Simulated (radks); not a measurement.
Results of a calculation; reference values are marked as such.
All-electron atom: Hg60+ in [Ar] 3d2 (the NIST ground configuration). Code: a radial shooting solver on a logarithmic mesh with Libxc functionals. Model: non-relativistic Kohn-Sham, PBE, spin-polarised, spherical densities, point nucleus; open shells are filled with parallel spins first (spin-orbit coupling, left out, can overturn this in heavy ions); relativity is left out, which matters for an element this heavy.

Unscreened Slater integrals over Kohn-Sham orbitals (eV). They are taken over the spin-up orbitals. Empty in this configuration: 4s.

\begin{tabular}{lr}
integral & value \\ \hline
F0(3d,3d) & 160.61 \\
F2(3d,3d) & 83.681 \\
F4(3d,3d) & 54.295 \\
F0(3d,3p) & 145.91 \\
F2(3d,3p) & 69.530 \\
G1(3d,3p) & 70.514 \\
G3(3d,3p) & 48.210 \\
F0(3d,3s) & 140.64 \\
G2(3d,3s) & 49.568 \\
F0(3d,2p) & 201.50 \\
F2(3d,2p) & 64.897 \\
G1(3d,2p) & 62.496 \\
G3(3d,2p) & 36.230 \\
F0(3d,4s) & 87.820 \\
G2(3d,4s) & 7.9705 \\
F0(3p,3p) & 137.43 \\
F2(3p,3p) & 69.213 \\
F0(3p,3s) & 133.06 \\
G1(3p,3s) & 84.424 \\
F0(3p,2p) & 181.05 \\
F2(3p,2p) & 47.115 \\
G0(3p,2p) & 18.322 \\
G2(3p,2p) & 20.481 \\
F0(3p,4s) & 85.526 \\
G1(3p,4s) & 9.0852 \\
F0(3s,3s) & 129.56 \\
F0(3s,2p) & 169.79 \\
G1(3s,2p) & 17.654 \\
F0(3s,4s) & 84.470 \\
G0(3s,4s) & 6.8551 \\
F0(2p,2p) & 370.85 \\
F2(2p,2p) & 178.07 \\
F0(2p,4s) & 97.909 \\
G1(2p,4s) & 5.6508 \\
F0(4s,4s) & 69.570 \\
\end{tabular}

Derived for the open shells (J is the average intra-shell exchange parameter used in DFT+U). 3d: Racah B = F2/49 - 5 F4/441 = 1.092 eV, C = 35 F4/441 = 4.309 eV, C/B = 3.95, F4/F2 = 0.649, J = (F2 + F4)/14 = 9.855 eV.
